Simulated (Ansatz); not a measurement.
`C[CH](C)[Mg][OH]` + `O[SiH2]O[SiH](O)O` → `CO[SiH](O)O[SiH2]O` + `C[CH2][Mg][OH]`  (substitution at a C–C bond)

Isolated molecules relaxed with PBE0-D4/def2-TZVP in Ansatz; ΔE leaves out vibrations. CBS: MP2 limit from def2 TZ/QZ plus the TZ coupled-cluster correction, frozen cores. Functionals use def2-TZVPP. For Mg outer-core shells are correlated without core-valence functions, which leaves a few kJ/mol of doubt a bond. One conformer a species, not always the lowest.

Problem. Is it downhill or uphill in electronic energy at CCSD(T)/CBS, and by how much? (Estimate.)

Solution. Computed: Uphill: ΔE = +44.7 kJ/mol.

Problem. What do these levels give: ωB97X-V, PBE, PBE0, MP2/def2-TZVPP, HF/def2-QZVPP, HF/CBS(def2)? (An estimate is asked.)

Solution. Ansatz gave: ωB97X-V 36.8, PBE 41.9, PBE0 42.3, MP2/def2-TZVPP 48.9, HF/def2-QZVPP 27.2, HF/CBS(def2) 27.1 kJ/mol.

Largest T1 diagnostic among the species: 0.012.

In def2-TZVPP, CCSD(T) changes the Hartree–Fock value by +14.9 kJ/mol (the triples alone add +1.5 kJ/mol) and MP2 by +21.0 kJ/mol.
